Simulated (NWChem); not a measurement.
**Ionisation of I (+1)**

SMILES: [I+]
```xyz
1

I      0.0000     0.0000     0.0000
```
Charge +1, spin multiplicity 3.

All runs are NWChem calculations.

Basis set: def2-TZVP. −ε marks an orbital energy of the parent.

Effective core potentials replace the inner electrons of I; spin-orbit coupling is left out. B3LYP has NWChem's definition, with VWN1-RPA local correlation. The stability of the SCF solutions was not checked. Open-shell Hartree-Fock references start from PBE0 orbitals.

**Question.** For the first vertical ionisation energy, −ε(beta HOMO) of M06-2X gives 16.83 eV and −ε(beta HOMO) of B3LYP gives 15.55 eV. What do −ε(beta HOMO) of PBE, −ε(beta HOMO) of HF give?

**Answer.** −ε(beta HOMO) of PBE: 14.54 eV; −ε(beta HOMO) of HF: 18.38 eV.
